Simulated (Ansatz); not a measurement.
[SiCl3]+ (SMILES Cl[Si+](Cl)Cl): methods side by side

[SiCl3]+: 4 atoms, total charge +1, spin state singlet. SMILES: `Cl[Si+](Cl)Cl`. Geometry: optimised at B3LYP/def2-SVP.

```csv
atom,x (Å),y (Å),z (Å)
Cl,-1.5786,-0.6314,1.0053
Si,0.0000,0.0000,0.0000
Cl,1.7977,-0.6793,0.4560
Cl,-0.2191,1.3107,-1.4612
```

Quantity: the dissociation energy of the Cl3–Si2 bond into doublet Cl and doublet [SiCl2]+ (shapes relaxed at B3LYP/def2-SVP, no zero-point term), in eV. The values are calculated.

```json
{"level": "HF/def2-TZVP", "kind": "Hartree–Fock", "program": "Ansatz", "value (eV)": "3.46", "less CCSD(T)/def2-TZVP": "-1.10", "CPU time (all runs)": "3.4 s"}
{"level": "SVWN5/def2-TZVP", "kind": "LDA", "program": "Ansatz", "value (eV)": "5.23", "less CCSD(T)/def2-TZVP": "+0.67", "CPU time (all runs)": "2.7 s"}
{"level": "r2SCAN/def2-TZVP", "kind": "meta-GGA", "program": "Ansatz", "value (eV)": "4.61", "less CCSD(T)/def2-TZVP": "+0.05", "CPU time (all runs)": "13 s"}
{"level": "PBE0-D4/def2-TZVP", "kind": "global hybrid", "program": "Ansatz", "value (eV)": "4.64", "less CCSD(T)/def2-TZVP": "+0.08", "CPU time (all runs)": "6.5 s"}
{"level": "wB97M-V/def2-TZVP", "kind": "range-separated hybrid", "program": "Ansatz", "value (eV)": "4.73", "less CCSD(T)/def2-TZVP": "+0.17", "CPU time (all runs)": "22 s"}
{"level": "B2PLYP/def2-TZVP", "kind": "double hybrid", "program": "Ansatz", "value (eV)": "4.50", "less CCSD(T)/def2-TZVP": "-0.06", "CPU time (all runs)": "11 s"}
{"level": "RPA@PBE/def2-TZVP", "kind": "RPA", "program": "Ansatz", "value (eV)": "4.13", "less CCSD(T)/def2-TZVP": "-0.43", "CPU time (all runs)": "9.4 s"}
{"level": "MP2/def2-TZVP", "kind": "perturbation theory", "program": "Ansatz", "value (eV)": "4.82", "less CCSD(T)/def2-TZVP": "+0.26", "CPU time (all runs)": "4 s"}
{"level": "CCSD(T)/def2-TZVP", "kind": "coupled cluster or CI", "program": "Ansatz", "value (eV)": "4.56", "less CCSD(T)/def2-TZVP": "0.00", "CPU time (all runs)": "20 s"}
```

Differences are taken from CCSD(T)/def2-TZVP for orientation; it has basis-set and higher-order errors of its own. The values span 3.46 to 5.23 eV. Hartree–Fock misses the correlation of the electron pair that is broken and comes out low. Measured bond enthalpies also hold zero-point and thermal terms, a few tenths of an eV less. In so small a basis fixed costs decide the times, and correlated methods can beat functionals. Times are those of the runs behind each value, whatever else they computed, on shared processors of several kinds: orders of magnitude only.
